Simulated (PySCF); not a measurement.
B(Br)(OH)2 (BBrH₂O₂), SMILES OB(O)Br. Atoms are numbered in the order given.

```xyz
6

B     -0.0048     0.9579     0.0000
Br    -0.0175    -0.9793     0.0000
O     -1.1905     1.5920     0.0000
H     -1.0807     2.5504     0.0000
O      1.1627     1.6411     0.0000
H      1.9387     1.0724     0.0000
```
Charge 0, spin multiplicity 1.

The structure is a stationary point at PBE0-D3(BJ)/def2-SVP. The values are those of a single conformer.

Method: PySCF with PBE0-D3(BJ)/def2-SVP.

Frequencies are harmonic and unscaled.

```
mode  ν (cm⁻¹)  IR (km/mol)  moving atoms (share of kinetic energy)
----  --------  -----------  --------------------------------------
1          297          3.4          O 67 %, B 14 %, H 11 %, Br 9 %
2          344          9.1                 O 61 %, Br 28 %, H 11 %
3          472        139.5                          H 79 %, B 20 %
4          531         54.7                  H 72 %, B 16 %, O 12 %
5          585         80.7                  O 41 %, B 30 %, H 21 %
6          613         79.2                  B 49 %, H 32 %, O 18 %
7          994        133.3                          H 75 %, O 23 %
8         1014        117.5                          H 65 %, O 34 %
9         1284        480.9                  B 58 %, O 25 %, H 17 %
10        1515        339.4                          B 72 %, O 25 %
11        3888        110.8                                  H 94 %
12        3925        109.3                                  H 94 %
```
